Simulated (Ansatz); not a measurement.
Harmonic frequencies (cm⁻¹) at PBE0-D4/def2-TZVP from Ansatz: 161, 214, 266, 489, 620, 732, 810, 972, 974, 1108, 1167, 1241, 1273, 1385, 1419, 1464, 2589, 2983, 2997, 3843, 3896.

Each molecule was computed in one conformer, which needn't be the lowest.

(1) Which molecule is it?
A. `OBCO`
B. `BC(O)O`
C. `COBO`
D. `BOCO`

## Answers

(1) A.
